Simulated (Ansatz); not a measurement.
Born–Oppenheimer molecular dynamics of C₂H₈N₂OSi (14 atoms, charge 0, multiplicity 1). It starts from a relaxed structure.

Theory: RKS PBE0-D4/STO-3G in Ansatz 0.2.0.

| Property | Result |
| --- | --- |
| ensemble | NVE (velocity Verlet) |
| time step | 0.5 fs |
| steps asked | 452 |
| starting velocities drawn for | 400 K |
| seed | 685166 |

First frame:

```xyz
14
Properties=species:S:1:pos:R:3
C -0.660 -1.974 0.283
N -0.214 -0.811 0.653
C 0.614 -0.091 -0.422
N 0.420 -0.655 -1.797
O 0.241 1.294 -0.389
Si -0.203 1.790 1.207
H -0.454 -2.407 -0.713
H -1.279 -2.552 0.988
H 1.686 -0.259 -0.137
H 1.214 -0.260 -2.366
H -0.419 -0.136 -2.172
H -1.559 1.449 1.573
H -0.131 3.230 1.102
H 0.730 1.353 2.220
```

Problem. How far do the bonds stretch over the last three quarters of this one trajectory? (Pairs bonded in most of those frames.)

Solution. 
| bond | mean (Å) | spread (Å) | shortest | longest |
| --- | --- | --- | --- | --- |
| C1–N2 | 1.302 | 0.017 | 1.27 | 1.33 |
| C1–H7 | 1.107 | 0.019 | 1.07 | 1.14 |
| C1–H8 | 1.103 | 0.016 | 1.07 | 1.14 |
| N2–C3 | 1.536 | 0.030 | 1.47 | 1.60 |
| C3–N4 | 1.507 | 0.016 | 1.47 | 1.55 |
| C3–O5 | 1.437 | 0.031 | 1.38 | 1.49 |
| C3–H9 | 1.122 | 0.023 | 1.09 | 1.16 |
| N4–H10 | 1.056 | 0.022 | 1.01 | 1.10 |
| N4–H11 | 1.058 | 0.024 | 1.02 | 1.11 |
| O5–Si6 | 1.728 | 0.018 | 1.69 | 1.76 |
| Si6–H12 | 1.452 | 0.045 | 1.37 | 1.54 |
| Si6–H13 | 1.452 | 0.047 | 1.37 | 1.53 |
| Si6–H14 | 1.451 | 0.040 | 1.38 | 1.51 |

Mean temperature of the second half: 198 K. The conserved energy stayed within 0.36 meV per atom of its start (net change 0.22 meV per atom), so the integration is sound. The temperature averaged 0.50 of the 400 K drawn at the start: a run that starts near a minimum puts about half its kinetic energy into the potential. A run of 0.23 ps of so small a system gives no equilibrium averages. Limits of this set-up: minimal basis.

The run took 26 min on 1 thread of Arm Neoverse V1, with other jobs on the host, peak memory 0.22 GiB.
